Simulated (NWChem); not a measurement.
Spin states of Te (+1)

SMILES: [Te+]
```xyz
1

Te     0.0000     0.0000     0.0000
```
Charge +1, spin multiplicity 4.

Everything below was run with NWChem.

Basis set: def2-TZVP. The gap is E(quartet) − E(doublet), so a negative value puts the higher spin lower. Open shells are unrestricted. The quartet is the single determinant that the SCF runs reached, with unpaired electrons in orbitals of symmetry b1u and b2u and b3u (D2h labels); it need not be the lowest quartet, which in molecules with degenerate π orbitals can need several determinants. Where the lowest doublet needs several determinants, the single determinant used here isn't a pure state and places it wrongly.

Effective core potentials replace the inner electrons of Te; spin-orbit coupling is left out. The correlated methods keep 4 core orbitals frozen. B3LYP has NWChem's definition, with VWN1-RPA local correlation. The stability of the SCF solutions was not checked. Open-shell Hartree-Fock references start from PBE0 orbitals.

Question: One of these methods gave a vertical doublet-quartet gap of -38.5 kcal/mol. Which?
(A) B3LYP
(B) M06-2X
(C) HF
(D) B2PLYP

Answer: A, B3LYP. The others give -50.1 (M06-2X), -55.9 (HF), -42.0 (B2PLYP).
